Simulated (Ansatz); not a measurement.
Consider the ligand exchange at a Ga–O bond: `C[O][Ga]([OH])[SH]` + H₂S → `[OH][Ga]([SH])[SH]` + CH₃OH.

Calculated with Ansatz (gas phase, PBE0-D4/def2-TZVP geometries, no zero-point term in ΔE). CCSD(T)/CBS is the MP2 limit (def2-TZVPP, def2-QZVPP) plus CCSD(T) − MP2 in def2-TZVPP, frozen cores. This one scheme is used for every species. DFT in def2-TZVPP. For Ga outer-core shells are correlated without core-valence functions, which leaves a few kJ/mol of doubt a bond. Scalar relativity is left out up to krypton. One conformer a species, not always the lowest.

`C[O][Ga]([OH])[SH]`:

```xyz
10

C    -1.388    0.202   -1.232
O    -0.024   -0.099   -1.068
Ga    0.784   -0.137    0.510
O     2.511   -0.547    0.540
S    -0.281    0.310    2.365
H    -1.928   -0.681   -1.589
H    -1.874    0.541   -0.308
H    -1.500    0.996   -1.977
H     2.865   -0.719   -0.336
H     0.835    0.133    3.094
```

H₂S:

```xyz
3

S     0.161    0.262   -0.538
H     0.510   -0.874    0.084
H    -0.671    0.612    0.454
```

`[OH][Ga]([SH])[SH]`:

```xyz
7

O     0.080    1.089   -1.046
Ga    0.116   -0.170    0.215
S     2.024   -0.440    1.244
S    -1.629   -1.398    0.733
H    -0.766    1.196   -1.484
H     2.599    0.533    0.516
H    -2.423   -0.810   -0.178
```

CH₃OH:

```xyz
6

C    -0.263    0.231   -0.068
O     0.800   -0.647   -0.359
H    -0.617    0.629   -1.019
H     0.051    1.075    0.558
H    -1.102   -0.277    0.422
H     1.131   -1.009    0.466
```

CCSD(T)/CBS gives -34.1 kJ/mol.

Q: Another level gave -41.9 kJ/mol. Which?
A. PBE0-D4/def2-TZVPP
B. r2SCAN/def2-TZVPP
C. SCS-MP2/def2-TZVPP
D. ωB97X-V/def2-TZVPP

A: A. PBE0-D4 -41.9, ωB97X-V -31.7, SCS-MP2/def2-TZVPP -27.6, r2SCAN -36.0 kJ/mol.

Largest T1 diagnostic among the species: 0.014.
